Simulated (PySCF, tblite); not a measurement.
Isomers of C3H7FSSi, one GFN2-xTB conformer each. Single-point energies are computed at PBE0/pcSseg-1 (PySCF, gas phase, no added dispersion term), electronic only.

| SMILES | GFN2-xTB relative energy (kcal/mol) |
| --- | --- |
| C[SiH2]S/C=C/F | 22.2 |
| C=C([SiH2]F)SC | 0.0 |

Conformers: `[CH3:1][SiH2:2][S:3]/[CH:4]=[CH:5]/[F:6]` with C1–Si2–S3–C4 180°, Si2–S3–C4–C5 180°; `[CH2:1]=[C:2]([SiH2:3][F:4])[S:5][CH3:6]` with C1–C2–Si3–F4 1°, C1–C2–S5–C6 0°.

Q: What does PBE0/pcSseg-1 give for the same structures?

A: 
```tsv
SMILES	PBE0/pcSseg-1 E (Eh)	PBE0/pcSseg-1 (kcal/mol)	GFN2-xTB (kcal/mol)	point group
C=C([SiH2]F)SC	-905.53548	0.0	0.0	Cs
C[SiH2]S/C=C/F	-905.50030	22.1	22.2	Cs
```

Both levels put the same isomer lowest. As drawn, the lower has an Si–F bond, which the higher lacks.

Q: Which frontier levels, dipoles and rotational constants go with these structures?

A: 
```json
{"SMILES": "C=C([SiH2]F)SC", "HOMO (eV, PBE0/pcSseg-1)": "-6.50", "LUMO (eV)": "-0.35", "dipole (D)": "2.19", "A, B, C (MHz)": "5633, 1196, 1005"}
{"SMILES": "C[SiH2]S/C=C/F", "HOMO (eV, PBE0/pcSseg-1)": "-6.32", "LUMO (eV)": "0.04", "dipole (D)": "2.53", "A, B, C (MHz)": "8951, 829.6, 769.5"}
```

Q: What happens when harmonic zero-point energies from GFN2-xTB frequencies are added?

A: 
```
        SMILES  ZPE (kcal/mol)  electronic (kcal/mol)  with ZPE (kcal/mol)
C=C([SiH2]F)SC            55.5                    0.0                  0.0
C[SiH2]S/C=C/F            55.2                   22.1                 21.7
```

The zero-point energies span 0.3 kcal/mol. The order is unchanged.
